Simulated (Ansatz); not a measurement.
The same molecule with X = O, Se, Te. Ansatz, PBE0-D4/def2-TZVP geometries, multiplicity 1. Each molecule was computed in one conformer, which needn't be the lowest.

Elements past krypton have def2 core potentials. Scalar relativity is left out up to krypton.

```csv
X,molecule,mean X–Al bond length / Å,mean X–H bond length / Å,HOMO energy (B3LYP/def2-TZVPP) / eV,HOMO–LUMO gap (B3LYP/def2-TZVPP) / eV,HOMO–LUMO gap (PBE0/def2-TZVPP) / eV
Se,`[SiH3][NH][AlH][SeH]`,2.316,1.470,-6.95,6.09,6.52
Te,`[SiH3][NH][AlH][TeH]`,2.527,1.656,-6.47,5.46,5.85
```

(1) Give the row for X = O, `[OH][AlH][NH][SiH3]`. (An estimate is asked.)

Answers

(1) Computed: 
```json
{"X": "O", "molecule": "`[OH][AlH][NH][SiH3]`", "mean X–Al bond length / Å": "1.693", "mean X–H bond length / Å": "0.955", "HOMO energy (B3LYP/def2-TZVPP) / eV": "-7.35", "HOMO–LUMO gap (B3LYP/def2-TZVPP) / eV": "6.99", "HOMO–LUMO gap (PBE0/def2-TZVPP) / eV": "7.44"}
```

From O to Te the mean X–Al bond length rises at each step, by 0.834 Å in all; the mean X–H bond length rises at each step, by 0.701 Å in all; the HOMO energy (B3LYP/def2-TZVPP) rises at each step, by 0.88 eV in all; the HOMO–LUMO gap (B3LYP/def2-TZVPP) falls at each step, by 1.53 eV in all; the HOMO–LUMO gap (PBE0/def2-TZVPP) falls at each step, by 1.59 eV in all. Bonds lengthen as the atom grows down the group.

B3LYP here is the variant with VWN-RPA as its local correlation; programs differ in this.

Spin–orbit coupling is left out; it splits and shifts lone-pair levels of the heavy atoms by tenths of an eV.
